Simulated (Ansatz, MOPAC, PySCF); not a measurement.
Lewis adduct: BH3 (SMILES B) (first 4 atoms) with C2H6O (SMILES COC); geometry from B3LYP-D3(BJ)/def2-TZVP, rigid monomers moved along the line of their centres of mass till B1···O6 is 2.97 Å.
(charge 0, multiplicity 1):
```xyz
13

B      0.1492     0.2265     1.0946
H      1.2806     0.5130     0.8058
H     -0.6860     1.0199     0.7503
H     -0.1438    -0.9313     0.9009
C     -1.2314     0.0588     4.6426
O      0.0705     0.2467     4.0635
C      1.0852    -0.5411     4.7079
H     -1.1778     0.2907     5.7059
H     -1.5603    -0.9705     4.4863
H     -1.8988     0.7445     4.1319
H      1.0957    -0.2968     5.7697
H      2.0271    -0.2733     4.2416
H      0.8804    -1.6029     4.5563
```

Interaction energies are E(AB) − E(A) − E(B) at the monomers' geometry in the complex; basis-set methods are counterpoise corrected. Rows marked so take none.

Cores are frozen in the correlated methods. Rows in 3-21G, 6-311+G**, 6-31G* carry no dispersion term and start afresh at each structure (6-31G* with six Cartesian d functions). The state that AM1, PM3, PM7 reach isn't checked; PM7 holds dispersion and hydrogen-bond terms.

Programs: Ansatz (an electronic-structure program); MOPAC for AM1, PM3, PM7 (differences of heats of formation); PySCF for 3-21G rows, 6-311+G** rows, 6-31G* rows, the dispersion terms. Values without a source in brackets are computed.

Other levels give for the interaction energy: PBE/def2-TZVPPD -5.72; B3LYP/def2-TZVPPD -4.87; B3LYP-D3(BJ)/def2-TZVPPD -6.13; wB97M-V/def2-TZVPPD -6.02; CCSD(T)/aug-cc-pVDZ -5.77 kcal/mol.

**Question.** What do these common cheap choices give for the same quantity: AM1, PM3, PM7, HF/3-21G (no counterpoise), HF/6-31G* (no counterpoise), B3LYP/3-21G (no counterpoise), B3LYP/6-31G*, B3LYP/6-311+G** (no counterpoise)?

**Answer.** AM1 -0.83; PM3 -1.82; PM7 -3.40; HF/3-21G (no counterpoise) -8.99; HF/6-31G* (no counterpoise) -5.84; B3LYP/3-21G (no counterpoise) -10.60; B3LYP/6-31G* -5.26; B3LYP/6-311+G** (no counterpoise) -5.39 kcal/mol. They span -10.60 to -0.83 kcal/mol.
